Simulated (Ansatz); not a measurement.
BH3O (SMILES BO), charge 0, multiplicity 1, relaxed at each level with Ansatz (an electronic-structure program); harmonic frequencies from differences of analytic forces, average atomic masses, frozen cores.

| mode | r2SCAN/def2-TZVPP (cm⁻¹) | B3LYP/def2-TZVPP (cm⁻¹) | PBE0/def2-TZVPP (cm⁻¹) | MP2/cc-pVTZ (cm⁻¹) | CCSD(T)/cc-pVDZ (cm⁻¹) | CCSD(T)/cc-pVTZ (cm⁻¹) |
|---|---|---|---|---|---|---|
| 1 | 786 | 780 | 783 | 788 | 799 | 785 |
| 2 | 890 | 891 | 886 | 900 | 911 | … |
| 3 | 1055 | 1063 | 1054 | 1081 | 1077 | … |
| 4 | 1178 | 1178 | 1178 | 1191 | 1183 | … |
| 5 | 1185 | 1185 | 1183 | 1204 | 1210 | 1199 |
| 6 | 1373 | 1376 | 1387 | 1400 | 1382 | 1391 |
| 7 | 2545 | 2561 | 2555 | 2616 | 2583 | 2573 |
| 8 | 2649 | 2659 | 2657 | 2720 | 2678 | 2674 |
| 9 | 3835 | 3840 | 3896 | 3876 | 3845 | 3863 |

### Question
Modes are in rising order at each level. Complete the blanks.

### Answer

- 4, CCSD(T)/cc-pVTZ (cm⁻¹): 1192
- 2, CCSD(T)/cc-pVTZ (cm⁻¹): 898
- 3, CCSD(T)/cc-pVTZ (cm⁻¹): 1067
